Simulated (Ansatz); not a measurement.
**Two structures of NSSbSi**

Structure I is a singlet given by its coordinates and structure II is the triplet with the links of `S=[Si]=[N+]=[Sb-]`. Both are isolated molecules in the gas phase, relaxed with r2SCAN-D4/def2-SVP.

I (Å):

```xyz
4

N    -1.2962    2.3787    2.2227
S    -3.7899   -0.0700    2.3078
Sb    0.2376    1.3445    3.1368
Si   -2.0987    0.8798    2.5205
```

Close contacts (Å): N1–Sb3 2.06, N1–Si4 1.73, S2–Si4 1.95, Sb3–Si4 2.46.

II (Å):

```xyz
4

N     0.0000    0.0000   -0.7700
S     0.0000    0.0000    2.7397
Sb    0.0000    0.0000   -2.7705
Si    0.0000    0.0000    0.8008
```

**Question.** Estimate which is lower in electronic energy at CCSD(T)/def2-TZVPP, and by roughly how much.

**Answer.** The CCSD(T)/def2-TZVPP calculation puts structure II lower, by 0.062 eV.

How the difference moves with the method:

```tsv
level	geometry	E(II) − E(I) (eV)	departure from the last row (eV)	job, with rough time for the two
r2SCAN-D4/def2-SVP	r2SCAN-D4/def2-SVP	−0.340	−0.278	optimisation, 3.2 min
HF/def2-TZVPP	r2SCAN-D4/def2-SVP	−1.499	−1.437	part of the CCSD(T) run
MP2/def2-TZVPP	r2SCAN-D4/def2-SVP	+0.076	+0.137	part of the CCSD(T) run
CCSD(T)/def2-TZVPP	r2SCAN-D4/def2-SVP	−0.062		single point, 3.1 min
```

MP2/def2-TZVPP puts the two in the other order. The largest departure from CCSD(T)/def2-TZVPP is that of HF/def2-TZVPP, 1.437 eV. Levels run at GFN2-xTB geometries aren't shown. The triplet state of II needn't be its ground state.

With harmonic frequencies from r2SCAN-D4/def2-SVP (ideal gas, rigid rotor, one conformer each, 298.15 K, 1 atm): on the last row, ΔE + ΔZPE = −0.068 eV. A mode under 50 cm⁻¹ makes harmonic enthalpies and free energies unreliable, so none is given.

The T1 diagnostic of structure I is large, so the coupled-cluster value is less sure. Open shells are spin-unrestricted. The correlated steps freeze 15 core orbitals; the filled d shell of Sb is correlated, in a basis made for valence electrons. Atoms past krypton carry core potentials in the def2 sets and no spin–orbit term is included. ΔG holds the spin degeneracy. Run with Ansatz 0.2.0; the last row on 1 thread of Arm Neoverse V1 on a shared host.
